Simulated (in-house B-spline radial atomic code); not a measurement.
# Binding energies in the tin ion Sn³⁺

NIST's tabulated ground configuration is [Kr] 4d10 5s1; each binding energy is the energy of the ion with one electron taken from that subshell, relaxed, less that of the parent. Method: Dirac-Hartree-Fock, average of configuration, Fermi nucleus of rms radius 4.6519 fm. Calculated with a B-spline radial code for spherical atoms. Energies include first-order Breit, QED and recoil terms.

```
subshell  X-ray name  binding energy (eV)  -ε (eV)  relaxation (eV)
   2p1/2          L2               4197.4   4244.1             37.1
   2p3/2          L3               3969.8   4012.4             35.9
   3p1/2          M2                799.6    815.1             14.1
   3p3/2          M3                  757    771.5             13.6
   3d3/2          M4                533.3    548.8             15.0
   3d5/2          M5                524.9    539.9             14.9
   4p1/2          N2                141.4    144.8              3.2
   4p3/2          N3                133.8    136.9              3.0
   4d3/2          N4                63.19    65.40             2.21
   4d5/2          N5                62.15    64.25             2.14
      5s          O1                39.25    39.43             0.14
```

Relaxation = -ε minus the binding energy without Breit, QED and recoil terms.

Emission lines follow as differences of binding energies, with λ = 12398.42 eV·Å / E:

```tsv
line	holes	energy (eV)	wavelength (Å)
L3-M5	2p3/2 → 3d5/2	3444.9	3.5991
L2-M4	2p1/2 → 3d3/2	3664.1	3.3838
L2-N4	2p1/2 → 4d3/2	4134.2	2.999
```

**Question.** What does it cost to remove both a 3p3/2 and a 4d3/2 electron?

**Answer.** 842.12 eV, which is 21.9 eV more than the two single binding energies together.

**Question.** What does it cost to remove both a 3d3/2 and a 4d5/2 electron?

**Answer.** 617.41 eV, which is 21.92 eV more than the two single binding energies together.

**Question.** What does it cost to remove both a 3p1/2 and a 3d5/2 electron?

**Answer.** 1370.6 eV, which is 46.15 eV more than the two single binding energies together.
